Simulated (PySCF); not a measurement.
Computed shifts of a molecule C2H8AlNO, PBE/pcSseg-1 (PySCF), GIAO, gas phase, atoms alike by connectivity averaged where their shifts nearly agree, in ppm (number of nuclei): ¹³C: 36.4 (1), -18.1 (1). ¹H: 3.08 (3), 1.89 (1), 0.91 (1), -0.24 (3). ¹⁵N: 53.5 (1). References: ¹³C against TMS (σ = 182.0 ppm); ¹H against TMS (σ = 31.49 ppm); ¹⁵N against NH3 (σ = 267.0 ppm); ¹⁷O against H2O (σ = 334.3 ppm), references at their B3LYP-D3(BJ)/def2-TZVP geometries, non-relativistic. Coordinates come from a B3LYP-D3(BJ)/def2-SVP optimisation. Other conformers were not sampled.

Task: Which structure fits?
(A) C[NH][AlH][O]C
(B) CC[O][AlH][NH2]
(C) C[CH2][Al]([NH2])[OH]
(D) C[NH][Al]([CH3])[OH]

Result: D, C[NH][Al]([CH3])[OH]
